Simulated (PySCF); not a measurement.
Vertical excitations of a molecule Cl2GeH4Si from PySCF 2.14.0 with TDDFT-PBE/def2-SVPD, as energy in eV (oscillator strength): 5.89 (0.017), 6.05 (0.012), 6.62 (0.137), 6.72 (0.006), 6.76 (0.011), 6.84 (0.033), 6.91 (0.008), 7.05 (0.051), 7.06 (0.037), 7.17 (0.001). Lowest triplet (TDA): 5.45 eV. Coordinates come from a ωB97X-D3(BJ)/def2-SVP optimisation. Other conformers were not sampled.

**Question.** Identify the compound among the candidates.
A. [SiH3][GeH]([Cl])[Cl]
B. Cl[SiH2][GeH2][Cl]
C. Cl[SiH](Cl)[GeH3]

**Answer.** C, Cl[SiH](Cl)[GeH3]
